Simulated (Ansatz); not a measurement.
septet Cr: levels of theory in one basis

A single Cr atom.

Basis set: cc-pVTZ (spherical functions). Correlated methods keep 5 orbitals frozen. Correlation on ROHF uses semicanonical orbitals with singles. Charge 0, multiplicity 7.

Computed with Ansatz (development build ahead of 0.2.0); each method stands on the lowest determinant of its kind that the runs found.

```csv
method,E − E(ROHF) (eV),<S²> of the determinant
ROHF,0.00,12.00
UHF,-0.01,12.00
ROHF-MP2,-11.54,–
UHF-MP2,-11.55,12.00
ROHF-CCSD,-11.45,–
UHF-CCSD,-11.45,12.00
ROHF-CCSD(T),-11.74,–
UHF-CCSD(T),-11.75,12.00
UHF-BCCD(T),-11.75,12.00
```

**Question.** Is a single determinant a sound starting point here?

**Answer.** By this sign, yes. Unrestricted orbitals gain 0.01 eV and <S²> is 12.00 against 12.00 for a pure state.
